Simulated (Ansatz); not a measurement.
`N[SiH2][GeH2][SH]` + CH₄ → `[CH3][GeH2][SH]` + `N[SiH3]`  (formal exchange of groups at a Ge–Si bond)

Program: Ansatz. Geometries: PBE0-D4/def2-TZVP. ΔE: electronic, gas phase. CCSD(T)/CBS is the MP2 limit (def2-TZVPP, def2-QZVPP) plus CCSD(T) − MP2 in def2-TZVPP, frozen cores. This one scheme is used for every species. Functionals use def2-TZVPP. For Ge outer-core shells are correlated without core-valence functions, which leaves a few kJ/mol of doubt a bond. Scalar relativity is left out up to krypton. Each species was taken in one conformer, which may not be the lowest.

`N[SiH2][GeH2][SH]`:

Z-matrix (Å, degrees):
```
Si
Ge 1 2.383
N 1 1.721 2 110.6
H 1 1.488 2 108.4 3 -117.1
H 1 1.493 2 106.8 3 127.2
S 2 2.238 1 108.1 3 178.8
H 2 1.540 1 113.4 3 -67.3
H 2 1.541 1 113.5 3 56.9
H 3 1.007 1 119.7 2 -155.0
H 3 1.007 1 120.6 2 60.3
H 6 1.343 2 94.6 1 -55.6
```

CH₄:

Z-matrix (Å, degrees):
```
C
H 1 1.090
H 1 1.090 2 109.5
H 1 1.090 2 109.5 3 -120.0
H 1 1.090 2 109.5 3 120.0
```

`[CH3][GeH2][SH]`:

Cartesian coordinates in Å:
```
C -1.387 -0.057 -0.134
Ge 0.487 -0.267 0.345
S 1.603 1.149 -0.968
H -2.004 -0.723 0.471
H -1.533 -0.302 -1.187
H -1.704 0.971 0.039
H 0.983 -1.703 0.088
H 0.741 0.095 1.821
H 2.813 0.836 -0.476
```

`N[SiH3]`:

Cartesian coordinates in Å:
```
N 0.840 0.336 0.565
Si -0.443 -0.246 -0.421
H 1.037 -0.116 1.444
H 1.008 1.327 0.630
H -0.287 -1.718 -0.552
H -1.825 0.011 0.084
H -0.330 0.408 -1.750
```

| level | ΔE (kJ/mol) |
| --- | --- |
| r2SCAN0-D4 | 32.8 |
| BHLYP-D4 | 31.3 |

Q: What does CCSD(T)/CBS give? (Best estimate.)

A: The calculation gave: +28.5 kJ/mol. The listed levels differ from it by 4.3, 2.8 kJ/mol.

Largest T1 diagnostic among the species: 0.011.

At CCSD(T), def2-SVP lies −3.0 kJ/mol from the extrapolated value and def2-TZVPP −3.3 kJ/mol. From BLYP to BHLYP (50 % exact exchange), in def2-TZVPP and without D4, ΔE moves by −7.7 kJ/mol. Leaving LDA and LC-ωPBE aside and taking each functional with its dispersion term where it has one, the values, not all of them listed here, spread over 14.1 kJ/mol, from B2PLYP to PBE-D4.
